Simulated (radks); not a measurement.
Valence configurations of P (all share [Ne]). Method: scalar-relativistic Kohn-Sham, r2SCAN, spin-polarised, spherical densities, finite nucleus; open shells are filled with parallel spins first; meta-GGA in the generalised Kohn-Sham scheme; Fermi nuclear charge, rms radius 3.1889 fm; computed with a radial shooting solver on a logarithmic mesh with Libxc functionals. Energies are relative to 3s2 3p3; eigenvalues in eV for spin up.

\begin{tabular}{lrrrr}
valence & E (eV) & moment (Bohr magnetons) & e(3p) & e(3s) \\ \hline
3s2 3p3 & 0.000 & 3 & -6.684 & -15.683 \\
3s1.5 3p3.5 & 4.341 & 3 & -7.102 & -16.261 \\
3s1 3p4 & 8.467 & 3 & -7.586 & -16.913 \\
3p5 & 20.141 & 1 & -7.290 & - \\
\end{tabular}

NIST lists [Ne] 3s2 3p3 as the ground configuration; this level of theory agrees among the configurations tried. The energies are those of spherical high-spin densities, not of single terms.
